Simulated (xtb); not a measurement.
C5H15NSi, triplet, at the geometry of the source list (a higher spin typed on purpose: for a closed-shell molecule this is an excited state); GFN2-xTB run with xtb.

The xtb input:
```
$ xtb coord --gfn 2 --uhf 2 --json

# file coord
$coord
      3.1868341366      -1.9018203718       1.9500083880  c
      2.0811553811      -0.0440306187       0.2887501518  n
      3.7556417001       0.5746657145      -1.7719961871  c
     -1.1689845807       0.2847817270       0.0107714389  si
     -2.7979285001      -2.2888362821      -1.9503863332  c
     -2.5482956791       0.2316804229       3.3330989386  c
     -1.8043105038       3.4706710005      -1.5350245310  c
      1.9513311963      -2.2283650462       3.5547638130  h
      3.5131898383      -3.7074536839       0.9849252562  h
      5.0064514220      -1.2124482816       2.6461834923  h
      4.1209257600      -1.0618371094      -2.9914364553  h
      2.9394689869       2.0732185313      -2.9103672045  h
      5.5667552179       1.2271881453      -1.0204521073  h
     -2.4951943750      -4.1517282958      -1.1398827984  h
     -4.8257936045      -1.9934720889      -2.0639588733  h
     -2.0773759288      -2.3330558735      -3.8735606103  h
     -1.5157493246       1.4675613084       4.6029948944  h
     -2.5318550618      -1.6552111126       4.1398230212  h
     -4.4996268753       0.8602033319       3.3058868824  h
     -3.7864442359       3.9655902725      -1.3613587002  h
     -1.3585241110       3.4532855201      -3.5379452505  h
     -0.7112929133       4.9696017625      -0.6604592806  h
$end
```

Task: Write the output that xtb gives for this input, abridged.

Result: 
```
   ID    Z sym.   atoms
    1    6 c      1, 3, 5-7
    2    7 n      2
    3   14 si     4
    4    1 h      8-22

           -------------------------------------------------
          |                Calculation Setup                |
           -------------------------------------------------

           -------------------------------------------------
          |                 G F N 2 - x T B                 |
           -------------------------------------------------

          ...................................................
          :                      SETUP                      :
          :.................................................:
          :  # basis functions                  49          :
          :  # atomic orbitals                  48          :
          :  # shells                           30          :
          :  # electrons                        44          :
          :  max. iterations                   250          :
          :  Hamiltonian                  GFN2-xTB          :
          :  restarted?                      false          :
          :  GBSA solvation                  false          :
          :  PC potential                    false          :
          :  electronic temp.          300.0000000     K    :
          :  accuracy                    1.0000000          :
          :  -> integral cutoff          0.2500000E+02      :
          :  -> integral neglect         0.1000000E-07      :
          :  -> SCF convergence          0.1000000E-05 Eh   :
          :  -> wf. convergence          0.1000000E-03 e    :
          :  Broyden damping             0.4000000          :
          :  net charge                          0          :
          :  unpaired electrons                  2          :
          ...................................................

 iter      E             dE          RMSdq      gap      omega  full diag
   1    -22.9696697 -0.229697E+02  0.327E+00    0.03       0.0  T
   2    -22.9810401 -0.113705E-01  0.380E+00    0.36       1.0  T
   3    -23.0686367 -0.875965E-01  0.326E+00    0.27       1.0  T
   4    -23.0664612  0.217549E-02  0.315E+00    0.29       1.0  T
   5    -23.0666623 -0.201105E-03  0.272E+00    0.30       1.0  T
   6    -23.0819233 -0.152610E-01  0.102E+00    0.49       1.0  T
   7    -23.0726445  0.927882E-02  0.924E-01    0.57       1.0  T
   8    -23.0816053 -0.896086E-02  0.654E-01    0.56       1.0  T
   9    -23.0870777 -0.547241E-02  0.400E-01    0.58       1.0  T
  10    -23.0879977 -0.919955E-03  0.290E-01    0.58       1.0  T
  11    -23.0883662 -0.368480E-03  0.214E-01    0.58       1.0  T
  12    -23.0885773 -0.211138E-03  0.150E-01    0.57       1.0  T
  13    -23.0887490 -0.171700E-03  0.862E-02    0.57       1.0  T
  14    -23.0886733  0.757166E-04  0.985E-02    0.57       1.0  T
  15    -23.0887956 -0.122276E-03  0.451E-02    0.57       1.0  T
  16    -23.0888324 -0.368045E-04  0.696E-03    0.57       3.1  T
  17    -23.0888333 -0.929786E-06  0.196E-03    0.57      10.9  T
  18    -23.0888334 -0.499376E-07  0.454E-04    0.57      47.0  T
  19    -23.0888334  0.773608E-08  0.852E-04    0.57      25.0  T

   *** convergence criteria satisfied after 19 iterations ***

 transition dipole moment (au) for excitation:          22          23
     X       Y       Z
   0.1505  -0.1990  -0.1095  total (au/Debye):    0.272   0.693
 dE (eV)             :    7.022
 oscillator strength :  0.18062E-01

         :::::::::::::::::::::::::::::::::::::::::::::::::::::
         ::                     SUMMARY                     ::
         :::::::::::::::::::::::::::::::::::::::::::::::::::::
         :: total energy             -22.759063784069 Eh    ::
         :: gradient norm              0.113500548540 Eh/a0 ::
         :: HOMO-LUMO gap              0.572581572267 eV    ::
         ::.................................................::
         :: SCC energy               -23.088679986967 Eh    ::
[...]
     5   6 c        3.647    -0.153    23.835     7.015
     6   6 c        3.649    -0.180    24.398     7.096
     7   6 c        3.649    -0.180    24.398     7.096
     8   1 h        0.925     0.047     2.352     2.398
     9   1 h        0.924     0.043     2.403     2.424
    10   1 h        0.924     0.040     2.454     2.450
    11   1 h        0.924     0.043     2.403     2.424
    12   1 h        0.925     0.048     2.351     2.398
    13   1 h        0.924     0.040     2.454     2.450
    14   1 h        0.925     0.024     2.673     2.557
    15   1 h        0.925     0.053     2.280     2.361
    16   1 h        0.925     0.024     2.673     2.557
    17   1 h        0.925     0.007     2.937     2.680
    18   1 h        0.925     0.005     2.976     2.698
    19   1 h        0.925     0.032     2.556     2.500
    20   1 h        0.925     0.032     2.556     2.500
    21   1 h        0.925     0.005     2.976     2.698
    22   1 h        0.925     0.007     2.937     2.680

 Mol. C6AA /au·bohr⁶  :       3968.187925
 Mol. C8AA /au·bohr⁸  :     102683.033904
 Mol. α(0) /au        :         99.333267

Wiberg/Mayer (AO) data.
largest (>0.10) Wiberg bond orders for each atom

 ---------------------------------------------------------------------------
     #   Z sym  total        # sym  WBO       # sym  WBO       # sym  WBO
 ---------------------------------------------------------------------------
     1   6 c    3.985 --     2 n    1.027     8 h    0.985    10 h    0.967
                             9 h    0.953
     2   7 n    3.329 --     3 c    1.027     1 c    1.027     4 si   0.940
                             5 c    0.148
     3   6 c    3.985 --     2 n    1.027    12 h    0.985    13 h    0.967
                            11 h    0.953
     4  14 si   3.089 --     2 n    0.940     7 c    0.743     6 c    0.743
                             5 c    0.642
     5   6 c    3.884 --    14 h    1.001    16 h    1.001    15 h    0.992
                             4 si   0.642     2 n    0.148
     6   6 c    3.895 --    18 h    1.001    17 h    0.998    19 h    0.995
                             4 si   0.743
     7   6 c    3.895 --    21 h    1.001    22 h    0.998    20 h    0.995
                             4 si   0.743
     8   1 h    0.998 --     1 c    0.985
     9   1 h    0.991 --     1 c    0.953
    10   1 h    0.995 --     1 c    0.967
    11   1 h    0.991 --     3 c    0.953
    12   1 h    0.998 --     3 c    0.985
    13   1 h    0.995 --     3 c    0.967
    14   1 h    0.998 --     5 c    1.001
    15   1 h    0.996 --     5 c    0.992
    16   1 h    0.998 --     5 c    1.001
    17   1 h    0.998 --     6 c    0.998
    18   1 h    0.997 --     6 c    1.001
    19   1 h    0.998 --     6 c    0.995
    20   1 h    0.998 --     7 c    0.995
    21   1 h    0.997 --     7 c    1.001
    22   1 h    0.998 --     7 c    0.998
 ---------------------------------------------------------------------------

Topologies differ in total number of bonds
Writing topology from bond orders to xtbtopo.mol

molecular dipole:
                 x           y           z       tot (Debye)
 q only:        0.554      -0.433      -0.203
   full:        1.392      -0.600      -0.187       3.881
molecular quadrupole (traceless):
                xx          xy          yy          xz          yz          zz
 q only:        2.800      -0.111      -1.498       0.548      -0.163      -1.303
  q+dip:        1.756       0.155      -0.822       0.554       0.278      -0.934
   full:       -0.458       0.639       0.124       0.308      -0.021       0.335

           -------------------------------------------------
          | TOTAL ENERGY              -22.759063784069 Eh   |
          | GRADIENT NORM               0.113500548540 Eh/α |
          | HOMO-LUMO GAP               0.572581572267 eV   |
           -------------------------------------------------

normal termination of xtb
```
